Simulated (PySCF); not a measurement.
## Zr (zirconium, neutral) across methods

[Kr] 4d3 5s1, high-spin 5F determinant (an excited configuration). All numbers are calculated (PySCF 2.14, the spin-free X2C one-electron Hamiltonian (Gaussian nucleus), in x2c-QZVPPall (13s8p7d3f2g, 111 functions)).

| method | E (hartree) | mean ε 4p β (eV) | mean ε 5s α (eV) | mean ε 4d α (eV) | Σ⟨r²⟩ (bohr²) | ⟨S²⟩ |
| --- | --- | --- | --- | --- | --- | --- |
| TPSS | -3598.14 | -29.430 | -4.116 | -3.016 | 60.68 | 6.001 |
| UHF | -3596.22547 | -36.352 | -5.905 | -6.613 | 60.99 | 6.007 |
| LDA | -3593.83 | -29.463 | -4.416 | -3.025 | 60.69 | 6.001 |
| M06-2X | -3598.50 | -33.419 | -5.570 | -4.860 | 59.40 | 6.001 |
| PBE0 | -3597.96 | -31.224 | -4.712 | -3.996 | 60.26 | 6.002 |
| PBE | -3597.89 | -29.215 | -4.212 | -3.023 | 60.86 | 6.001 |
| r2SCAN | -3598.28 | -29.817 | -4.363 | -3.229 | 60.02 | 6.003 |

Problem. Estimate the same row for BLYP.

Solution. E (hartree) = -3598.39; mean ε 4p β (eV) = -29.152; mean ε 5s α (eV) = -4.021; mean ε 4d α (eV) = -2.769; Σ⟨r²⟩ (bohr²) = 61.25; ⟨S²⟩ = 6.001.
